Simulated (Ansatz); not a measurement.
System: Cu$_{2}$I$_{4}$, net charge 0, triplet state. The spin state was set by rule; other spins were not relaxed. 
Geometry from a B3LYP-D3(BJ)/def2-TZVP (Ansatz, a first-principles code) optimisation:
SMILES: [I]1[Cu]([I][Cu]1[I])[I]
```xyz
6

Cu     1.6483    -0.2717    -0.0103
Cu    -1.6483     0.2716     0.0070
I      0.2793     1.9529    -0.0220
I     -0.2794    -1.9530     0.0071
I      4.0369     0.2243    -0.0187
I     -4.0368    -0.2242     0.0353
```
Charge 0, spin multiplicity 3.

Property: atomisation energy (electronic, to ground-state atoms), in eV. Cores are frozen in the correlated levels unless marked. UHF or UKS for open shells. Spin-orbit coupling is left out. The frozen core is the preceding noble-gas configuration, with the filled d and f shells of earlier blocks. Past Kr the def2 sets carry scalar-relativistic core potentials. 

| level | program | atomisation energy (eV) |
|---|---|---|
| B97M-V/def2-TZVPD | Ansatz | 11.25 |
| BHLYP/def2-TZVPD | Ansatz | 9.15 |
| LC-wPBE-D4/def2-TZVPD | Ansatz + dftd4 | 10.69 |
| LC-wPBE/def2-TZVPD | Ansatz | 10.16 |
| wB97M-V/def2-TZVPD | Ansatz | 10.47 |
| RPA@PBE/def2-QZVPP | Ansatz | 9.33 |

The T1 diagnostic of CCSD in the largest basis is 0.077, which is high, so the coupled-cluster rows are less sure than usual.
